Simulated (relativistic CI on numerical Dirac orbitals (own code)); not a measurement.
## One change at a time: Ge31+

Base calculation: Dirac-Coulomb-Breit CI, orbitals from a KLI potential per configuration, QED by a radiative potential.

CI space: 1s, 2s, 2p, 3s, 3p, 3d, 4s, 4p, 4d, 4f, 5s, 5p, 5d, 5f, 5g, 6s, 6p, 6d. Levels of other configurations are missing.

The lowest level and the first level of each name with at least 55 % of one term (blank where a level has no safe partner in the second run):

| Level | Base (eV) | Shift (eV) |
| --- | --- | --- |
| 1s ²S1/2 | 0.0 | 0.0 |
| 2p ²P°1/2 | 10575.3 | -126.3 |
| 2s ²S1/2 | 10576.5 | -127.5 |
| 2p ²P°3/2 | 10624.6 | -175.6 |
| 3p ²P°1/2 | 12549.8 | -165.8 |
| 3s ²S1/2 | 12550.1 | -166.1 |
| 3d ²D3/2 | 12564.3 | -180.3 |
| 3p ²P°3/2 | 12564.4 | -180.4 |
| 3d ²D5/2 | 12569.1 | -185.1 |
| 4p ²P°1/2 | 13238.8 | -177.6 |
| 4s ²S1/2 | 13239.0 | -177.7 |
| 4d ²D3/2 | 13245.0 | -183.7 |
| 4p ²P°3/2 | 13245.0 | -183.7 |
| 4f ²F°5/2 | 13247.0 | -185.7 |

**Question.** One thing was changed in a second run, which moved the levels as shown. Which?
A. Breit term removed
B. configuration mixing switched off
C. QED terms removed
D. non-relativistic limit

**Answer.** D. Non-relativistic limit. Without relativity the fine structure collapses and s electrons lose their extra binding.
